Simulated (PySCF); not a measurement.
F3S, SMILES F[S](F)F, multiplicity 2.

The structure is a stationary point at PBE0-D3(BJ)/def2-TZVP. The geometry has at least one imaginary mode, so it is a saddle point at that level. The isomer is the one that the SMILES or the coordinates give; other isomers of the formula were not compared.

The numbers are results of TDA-B3LYP/def2-SVPD in PySCF, not measurements.

Vertical excitations. 

Computed lowest excited states:
```json
[
 {"state": "root 1", "energy (eV)": "2.95", "λ (nm)": "421", "f": "0.007", "main pairs": "β HOMO→LUMO 97 %"},
 {"state": "root 2", "energy (eV)": "4.55", "λ (nm)": "272", "f": "0.000", "main pairs": "β HOMO−1→LUMO 100 %"},
 {"state": "root 3", "energy (eV)": "4.87", "λ (nm)": "254", "f": "0.004", "main pairs": "α HOMO→LUMO 96 %"},
 {"state": "root 4", "energy (eV)": "5.25", "λ (nm)": "236", "f": "0.001", "main pairs": "β HOMO−4→LUMO 99 %"},
 {"state": "root 5", "energy (eV)": "5.54", "λ (nm)": "224", "f": "0.046", "main pairs": "β HOMO−2→LUMO 94 %"},
 {"state": "root 6", "energy (eV)": "5.71", "λ (nm)": "217", "f": "0.003", "main pairs": "β HOMO−3→LUMO 94 %"},
 {"state": "root 7", "energy (eV)": "6.29", "λ (nm)": "197", "f": "0.000", "main pairs": "α HOMO−1→LUMO 45 %, β HOMO→LUMO+1 51 %"},
 {"state": "root 8", "energy (eV)": "6.93", "λ (nm)": "179", "f": "0.000", "main pairs": "β HOMO−5→LUMO 99 %"},
 {"state": "root 9", "energy (eV)": "7.38", "λ (nm)": "168", "f": "0.040", "main pairs": "α HOMO−1→LUMO 50 %, β HOMO→LUMO+1 42 %"},
 {"state": "root 10", "energy (eV)": "7.56", "λ (nm)": "164", "f": "0.000", "main pairs": "α HOMO→LUMO+2 91 %"}
]
```
Unrestricted roots are not spin-pure.
